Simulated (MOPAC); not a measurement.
Job for MOPAC: PM6 on disilazane (SMILES [SiH3]N[SiH3]), a point of a torsion scan.

```
PM6 1SCF PRECISE CHARGE=0 THREADS=1
H7NSi2

Si     1.40630159 1     0.27087113 1     0.35651475 1
N      0.59255079 1    -0.29497034 1    -1.06349446 1
Si     0.12637665 1    -1.90576904 1    -1.49660187 1
H      2.43838057 1    -0.71195638 1     0.67245966 1
H      1.96268330 1     1.57941891 1     0.00839620 1
H      0.48600058 1     0.40658411 1     1.49365825 1
H      0.13369681 1     0.42834332 1    -1.59355815 1
H     -0.23870676 1    -1.84531041 1    -2.91275409 1
H     -1.01592943 1    -2.37627963 1    -0.70224621 1
H      1.28169109 1    -2.76695441 1    -1.25814770 1
```

Program output:

```
*******************************************************************************
 **                                                                           **
 **                              MOPAC v23.2.5                                **
 **                                                                           **
 *******************************************************************************
 ** MOPAC's Digital Object Identifier: https://doi.org/10.5281/zenodo.6511958 **
 **                                                                           **
 ** Please cite the open-source release paper for use of this MOPAC version:  **
 ** J. E. Moussa and J. J. P. Stewart (2026)                                  **
 ** MOPAC: An open-source semiempirical molecular orbital program             **
 ** J. Open Source Softw., 11(119), 8025, https://doi.org/10.21105/joss.08025 **
 *******************************************************************************

                              PM6 CALCULATION RESULTS

 *******************************************************************************
 *  PM6        - The PM6 Hamiltonian to be used
 *
 *
 *
 *                 CHARGE ON SYSTEM = 0
 *
 *
 *
 *  PRECISE    - TIGHTER CRITERIA TO BE USED
 *  1SCF       - DO 1 SCF AND THEN STOP
 *  THREADS=1  - MULTI-THREADING NOT USED
 *  T=         - A TIME OF 172800.0 SECONDS REQUESTED
 *  DUMP=N     - RESTART FILE WRITTEN EVERY 7200.0 SECONDS REQUESTED
 *******************************************************************************
PM6 1SCF PRECISE CHARGE=0 THREADS=1
 H7NSi2

   ATOM   CHEMICAL          X               Y               Z
  NUMBER   SYMBOL      (ANGSTROMS)     (ANGSTROMS)     (ANGSTROMS)

     1      Si          1.40630159  *   0.27087113  *   0.35651475  *
     2       N          0.59255079  *  -0.29497034  *  -1.06349446  *
     3      Si          0.12637665  *  -1.90576904  *  -1.49660187  *
     4       H          2.43838057  *  -0.71195638  *   0.67245966  *
     5       H          1.96268330  *   1.57941891  *   0.00839620  *
     6       H          0.48600058  *   0.40658411  *   1.49365825  *
     7       H          0.13369681  *   0.42834332  *  -1.59355815  *
     8       H         -0.23870676  *  -1.84531041  *  -2.91275409  *
     9       H         -1.01592943  *  -2.37627963  *  -0.70224621  *
    10       H          1.28169109  *  -2.76695441  *  -1.25814770  *



          CARTESIAN COORDINATES

    NO.       ATOM           X           Y           Z

     1        Si          1.4063      0.2709      0.3565
     2         N          0.5926     -0.2950     -1.0635
     3        Si          0.1264     -1.9058     -1.4966
     4         H          2.4384     -0.7120      0.6725
     5         H          1.9627      1.5794      0.0084
     6         H          0.4860      0.4066      1.4937
     7         H          0.1337      0.4283     -1.5936
     8         H         -0.2387     -1.8453     -2.9128
     9         H         -1.0159     -2.3763     -0.7022
    10         H          1.2817     -2.7670     -1.2581

 General Reference for PM6:
 "Optimization of Parameters for Semiempirical Methods V: Modification of NDDO Approximations
 and Application to 70 Elements", J. J. P. Stewart, J. Mol. Mod., 13, 1173-1213 (2007)
 URL: https://link.springer.com/article/10.1007/s00894-007-0233-4

           Empirical Formula: H7 N Si2  =    10 atoms



      MOLECULAR POINT GROUP   :   Cs


      RHF CALCULATION, NO. OF DOUBLY OCCUPIED LEVELS = 10


 -------------------------------------------------------------------------------
 PM6 1SCF PRECISE CHARGE=0 THREADS=1
 H7NSi2



     1SCF WAS SPECIFIED, SO BFGS WAS NOT USED
     SCF FIELD WAS ACHIEVED


                              PM6 CALCULATION
                                                       MOPAC v23.2.5 Linux




          FINAL HEAT OF FORMATION =        -21.90140 KCAL/MOL =     -91.63545 KJ/MOL


          COSMO AREA              =        130.52 SQUARE ANGSTROMS
          COSMO VOLUME            =        124.35 CUBIC ANGSTROMS

          IONIZATION POTENTIAL    =         10.166602 EV
          HOMO LUMO ENERGIES (EV) =        -10.167  0.057
          NO. OF FILLED LEVELS    =         10
          MOLECULAR WEIGHT        =         77.2330         POINT GROUP:  Cs

          MOLECULAR DIMENSIONS (Angstroms)

            Atom       Atom       Distance
            H     8    H     5     5.01079
            H    10    H     7     3.07214
            H     5    H     6     2.26282


          SCF CALCULATIONS        =          1





   ATOM   CHEMICAL          X               Y               Z
  NUMBER   SYMBOL      (ANGSTROMS)     (ANGSTROMS)     (ANGSTROMS)

     1      Si          1.40630159  *   0.27087113  *   0.35651475  *
     2       N          0.59255079  *  -0.29497034  *  -1.06349446  *
     3      Si          0.12637665  *  -1.90576904  *  -1.49660187  *
     4       H          2.43838057  *  -0.71195638  *   0.67245966  *
     5       H          1.96268330  *   1.57941891  *   0.00839620  *
     6       H          0.48600058  *   0.40658411  *   1.49365825  *
     7       H          0.13369681  *   0.42834332  *  -1.59355815  *
     8       H         -0.23870676  *  -1.84531041  *  -2.91275409  *
     9       H         -1.01592943  *  -2.37627963  *  -0.70224621  *
    10       H          1.28169109  *  -2.76695441  *  -1.25814770  *

                             CARTESIAN COORDINATES

   1   Si        1.406301590     0.270871130     0.356514750
   2    N        0.592550790    -0.294970340    -1.063494460
   3   Si        0.126376650    -1.905769040    -1.496601870
   4    H        2.438380570    -0.711956380     0.672459660
   5    H        1.962683300     1.579418910     0.008396200
   6    H        0.486000580     0.406584110     1.493658250
   7    H        0.133696810     0.428343320    -1.593558150
   8    H       -0.238706760    -1.845310410    -2.912754090
   9    H       -1.015929430    -2.376279630    -0.702246210
  10    H        1.281691090    -2.766954410    -1.258147700


           Empirical Formula: H7 N Si2  =    10 atoms



      MOLECULAR POINT GROUP   :   Cs


                  EIGENVALUES
 -30.56049 -18.87380 -18.31092 -15.20013 -12.61898 -12.54461 -11.41488 -11.23533
 -11.05993 -10.16660   0.05729   0.21727   0.94832   0.97171   1.07987   1.14843
   1.48684   1.52855   1.73813   2.35596   2.88846   3.64875   4.45083   4.71083
   4.80728   4.84781   4.94004   5.15042   6.36242


              NET ATOMIC CHARGES AND DIPOLE CONTRIBUTIONS

  ATOM NO.   TYPE          CHARGE      No. of ELECS.   s-Pop       p-Pop       d-Pop
    1         Si           0.270856        3.7291     1.16350     1.74744     0.81820
    2          N          -0.680263        5.6803     1.52083     4.15944
    3         Si           0.270978        3.7290     1.16352     1.74706     0.81844
    4          H          -0.018684        1.0187     1.01868
    5          H          -0.022008        1.0220     1.02201
    6          H          -0.023545        1.0235     1.02355
    7          H           0.266552        0.7334     0.73345
    8          H          -0.022339        1.0223     1.02234
    9          H          -0.023210        1.0232     1.02321
   10          H          -0.018337        1.0183     1.01834
 DIPOLE           X         Y         Z       TOTAL
 POINT-CHG.    -0.226    -0.058     0.222     0.322
 HYBRID        -0.474     0.738    -0.506     1.013
 SUM           -0.700     0.680    -0.284     1.016


          ATOMIC ORBITAL ELECTRON POPULATIONS

     Atom    s        px        py        pz      x^2-y^2     xz        z^2       yz        xy
    1 Si   1.16350   0.60405   0.64724   0.49615   0.08892   0.23506   0.21200   0.08077   0.20144
    2  N   1.52083   1.49962   1.26514   1.39468
    3 Si   1.16352   0.67595   0.41783   0.65329   0.11681   0.12943   0.21390   0.09403   0.26427
    4  H   1.01868
    5  H   1.02201
    6  H   1.02355
    7  H   0.73345
    8  H   1.02234
    9  H   1.02321
   10  H   1.01834

 **********************
 *                    *
 * JOB ENDED NORMALLY *
 *                    *
 **********************




 == MOPAC DONE ==
```

The run finished.

Cost: very roughly 0.03 core-seconds.
